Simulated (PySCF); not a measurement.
C$_{7}$H$_{8}$O, triplet (typed; the unrestricted solution is spin-contaminated), at a GFN2-xTB geometry (a higher spin typed on purpose: for a closed-shell molecule this is an excited state); CCSD/STO-3G run with PySCF.

The PySCF input:
```python
from pyscf import gto, scf, cc

mol = gto.Mole()
mol.atom = '''
    C    -2.781865    0.236847   -0.140396
    O    -1.699619   -0.470206   -0.680972
    C    -0.434333   -0.203527   -0.249391
    C     0.615423   -0.956392   -0.856584
    C     1.905978   -0.768208   -0.511008
    C     2.242898    0.238436    0.522104
    C     1.204053    0.985129    1.126727
    C    -0.093938    0.810369    0.792957
    H    -3.670088   -0.147067   -0.641334
    H    -2.875616    0.069221    0.938009
    H    -2.697231    1.312248   -0.330292
    H     0.326345   -1.679470   -1.604428
    H     2.706547   -1.328683   -0.961914
    H     3.269801    0.386318    0.803827
    H     1.469288    1.714723    1.879824
    H    -0.881388    1.378431    1.257631
'''
mol.basis = 'sto-3g'
mol.charge = 0
mol.spin = 2
mol.verbose = 4
mol.build()

mf = scf.UHF(mol)
mf.kernel()

mycc = cc.CCSD(mf)
mycc.kernel()
print('E(CCSD) = %.10f' % mycc.e_tot)
```

The log (banner, timings and long lists left out):

```
PySCF version 2.14.0

[INPUT] verbose = 4
[INPUT] num. atoms = 16
[INPUT] num. electrons = 58
[INPUT] charge = 0
[INPUT] spin (= nelec alpha-beta = 2S) = 2
[INPUT] symmetry False subgroup None
[INPUT] Mole.unit = angstrom
[INPUT] Symbol           X                Y                Z      unit          X                Y                Z       unit  Magmom
[INPUT]  1 C     -2.781865000000   0.236847000000  -0.140396000000 AA   -5.256962965513   0.447575963425  -0.265309988984 Bohr   0.0
[INPUT]  2 O     -1.699619000000  -0.470206000000  -0.680972000000 AA   -3.211814426107  -0.888560562127  -1.286850578497 Bohr   0.0
[INPUT]  3 C     -0.434333000000  -0.203527000000  -0.249391000000 AA   -0.820770416861  -0.384610288954  -0.471280687931 Bohr   0.0
[INPUT]  4 C      0.615423000000  -0.956392000000  -0.856584000000 AA    1.162980920758  -1.807318947725  -1.618709162684 Bohr   0.0
[INPUT]  5 C      1.905978000000  -0.768208000000  -0.511008000000 AA    3.601776419446  -1.451702726700  -0.965665167462 Bohr   0.0
[INPUT]  6 C      2.242898000000   0.238436000000   0.522104000000 AA    4.238462945335   0.450578738237   0.986633568540 Bohr   0.0
[INPUT]  7 C      1.204053000000   0.985129000000   1.126727000000 AA    2.275330409461   1.861624007367   2.129205447153 Bohr   0.0
[INPUT]  8 C     -0.093938000000   0.810369000000   0.792957000000 AA   -0.177517092689   1.531375469838   1.498471558557 Bohr   0.0
[INPUT]  9 H     -3.670088000000  -0.147067000000  -0.641334000000 AA   -6.935461173053  -0.277916351961  -1.211945614372 Bohr   0.0
[INPUT] 10 H     -2.875616000000   0.069221000000   0.938009000000 AA   -5.434126679417   0.130808732069   1.772580112377 Bohr   0.0
[INPUT] 11 H     -2.697231000000   1.312248000000  -0.330292000000 AA   -5.097027884687   2.479789327508  -0.624161421135 Bohr   0.0
[INPUT] 12 H      0.326345000000  -1.679470000000  -1.604428000000 AA    0.616702672121  -3.173738334423  -3.031929506584 Bohr   0.0
[INPUT] 13 H      2.706547000000  -1.328683000000  -0.961914000000 AA    5.114632573263  -2.510846976365  -1.817754015385 Bohr   0.0
[INPUT] 14 H      3.269801000000   0.386318000000   0.803827000000 AA    6.179028371829   0.730035216990   1.519012881531 Bohr   0.0
[INPUT] 15 H      1.469288000000   1.714723000000   1.879824000000 AA    2.776551918110   3.240356849493   3.552352522384 Bohr   0.0
[INPUT] 16 H     -0.881388000000   1.378431000000   1.257631000000 AA   -1.665581929478   2.604857071610   2.376578155763 Bohr   0.0

nuclear repulsion = 342.313475556888
number of shells = 32
number of NR pGTOs = 144
number of NR cGTOs = 48
basis = sto-3g
ecp = {}

******** <class 'pyscf.scf.uhf.UHF'> ********
method = UHF
initial guess = minao
damping factor = 0
level_shift factor = 0
DIIS = <class 'pyscf.scf.diis.CDIIS'>
diis_start_cycle = 1
diis_space = 8
diis_damp = 0
SCF conv_tol = 1e-09
SCF conv_tol_grad = None
SCF max_cycles = 50
direct_scf = True
direct_scf_tol = 1e-13
number electrons alpha = 30  beta = 28
Set gradient conv threshold to 3.16228e-05
init E= -342.458026162968

cycle= 1 E= -340.073663411813  delta_E= 2.38  |g|= 0.333  |ddm|= 3.85
cycle= 2 E= -340.170488646485  delta_E= -0.0968  |g|= 0.128  |ddm|= 0.589
cycle= 3 E= -340.189505175525  delta_E= -0.019  |g|= 0.0674  |ddm|= 0.217
cycle= 4 E= -340.200120210133  delta_E= -0.0106  |g|= 0.0434  |ddm|= 0.174
cycle= 5 E= -340.206475639389  delta_E= -0.00636  |g|= 0.0311  |ddm|= 0.143
cycle= 6 E= -340.211141705494  delta_E= -0.00467  |g|= 0.0214  |ddm|= 0.15
cycle= 7 E= -340.214120403382  delta_E= -0.00298  |g|= 0.0122  |ddm|= 0.148
cycle= 8 E= -340.215095047327  delta_E= -0.000975  |g|= 0.00469  |ddm|= 0.113
cycle= 9 E= -340.215165876936  delta_E= -7.08e-05  |g|= 0.0025  |ddm|= 0.0202
cycle= 10 E= -340.215192881901  delta_E= -2.7e-05  |g|= 0.0011  |ddm|= 0.0212
cycle= 11 E= -340.215195836565  delta_E= -2.95e-06  |g|= 0.000743  |ddm|= 0.0101
cycle= 12 E= -340.215198299962  delta_E= -2.46e-06  |g|= 0.000231  |ddm|= 0.00516
cycle= 13 E= -340.215198482418  delta_E= -1.82e-07  |g|= 8.81e-05  |ddm|= 0.00127
cycle= 14 E= -340.215198496317  delta_E= -1.39e-08  |g|= 3.89e-05  |ddm|= 0.000387
cycle= 15 E= -340.215198502094  delta_E= -5.78e-09  |g|= 1.33e-05  |ddm|= 0.000251
cycle= 16 E= -340.215198502465  delta_E= -3.71e-10  |g|= 5.5e-06  |ddm|= 4.96e-05
Extra cycle  E= -340.215198502508  delta_E= -4.32e-11  |g|= 3.44e-06  |ddm|= 1.01e-05
converged SCF energy = -340.215198502508  <S^2> = 2.4969996  2S+1 = 3.314815

******** <class 'pyscf.cc.uccsd.UCCSD'> ********
CC2 = 0
CCSD nocc = (np.int64(30), np.int64(28)), nmo = (48, 48)
max_cycle = 50
direct = 0
conv_tol = 1e-07
conv_tol_normt = 1e-06
diis_space = 6
diis_start_cycle = 0
diis_start_energy_diff = 1e+09
Init t2, MP2 energy = -0.345236135868708
Init E_corr(UCCSD) = -0.34523613587966
cycle = 1  E_corr(UCCSD) = -0.41201715216518  dE = -0.0667810163  norm(t1,t2) = 0.139747
cycle = 2  E_corr(UCCSD) = -0.439705623362734  dE = -0.0276884712  norm(t1,t2) = 0.0828729
cycle = 3  E_corr(UCCSD) = -0.474102839933946  dE = -0.0343972166  norm(t1,t2) = 0.0612134
cycle = 4  E_corr(UCCSD) = -0.478914558578342  dE = -0.00481171864  norm(t1,t2) = 0.029487
cycle = 5  E_corr(UCCSD) = -0.480321791238466  dE = -0.00140723266  norm(t1,t2) = 0.0194405
cycle = 6  E_corr(UCCSD) = -0.482195762954368  dE = -0.00187397172  norm(t1,t2) = 0.0103877
cycle = 7  E_corr(UCCSD) = -0.482716402022883  dE = -0.000520639069  norm(t1,t2) = 0.00663064
cycle = 8  E_corr(UCCSD) = -0.483169959774505  dE = -0.000453557752  norm(t1,t2) = 0.00442929
cycle = 9  E_corr(UCCSD) = -0.483375276486487  dE = -0.000205316712  norm(t1,t2) = 0.00295112
cycle = 10  E_corr(UCCSD) = -0.483396198884992  dE = -2.09223985e-05  norm(t1,t2) = 0.00152027
cycle = 11  E_corr(UCCSD) = -0.48338859581598  dE = 7.60306901e-06  norm(t1,t2) = 0.0010914
cycle = 12  E_corr(UCCSD) = -0.483360942825301  dE = 2.76529907e-05  norm(t1,t2) = 0.000684267
cycle = 13  E_corr(UCCSD) = -0.483342339678829  dE = 1.86031465e-05  norm(t1,t2) = 0.000386431
cycle = 14  E_corr(UCCSD) = -0.483324250078992  dE = 1.80895998e-05  norm(t1,t2) = 0.000230952
cycle = 15  E_corr(UCCSD) = -0.483309008977691  dE = 1.52411013e-05  norm(t1,t2) = 0.000148968
cycle = 16  E_corr(UCCSD) = -0.48329424972854  dE = 1.47592492e-05  norm(t1,t2) = 0.000100709
cycle = 17  E_corr(UCCSD) = -0.483281138893254  dE = 1.31108353e-05  norm(t1,t2) = 7.03603e-05
cycle = 18  E_corr(UCCSD) = -0.483275512413367  dE = 5.62647989e-06  norm(t1,t2) = 4.5872e-05
cycle = 19  E_corr(UCCSD) = -0.483272818526645  dE = 2.69388672e-06  norm(t1,t2) = 3.34636e-05
cycle = 20  E_corr(UCCSD) = -0.483271362440724  dE = 1.45608592e-06  norm(t1,t2) = 2.34472e-05
cycle = 21  E_corr(UCCSD) = -0.483270828595751  dE = 5.33844974e-07  norm(t1,t2) = 1.5054e-05
cycle = 22  E_corr(UCCSD) = -0.483270367886776  dE = 4.60708974e-07  norm(t1,t2) = 1.089e-05
cycle = 23  E_corr(UCCSD) = -0.483269962631022  dE = 4.05255754e-07  norm(t1,t2) = 7.46224e-06
cycle = 24  E_corr(UCCSD) = -0.483269898544254  dE = 6.40867684e-08  norm(t1,t2) = 4.23252e-06
cycle = 25  E_corr(UCCSD) = -0.48327001377522  dE = -1.15230966e-07  norm(t1,t2) = 2.53282e-06
cycle = 26  E_corr(UCCSD) = -0.483270203968904  dE = -1.90193684e-07  norm(t1,t2) = 1.7514e-06
cycle = 27  E_corr(UCCSD) = -0.483270351281248  dE = -1.47312344e-07  norm(t1,t2) = 1.16807e-06
cycle = 28  E_corr(UCCSD) = -0.483270476543125  dE = -1.25261877e-07  norm(t1,t2) = 8.51602e-07
cycle = 29  E_corr(UCCSD) = -0.48327054946312  dE = -7.29199942e-08  norm(t1,t2) = 5.7896e-07
UCCSD converged
E(UCCSD) = -340.6984690519709  E_corr = -0.4832705494631195
E(CCSD) = -340.6984690520
```
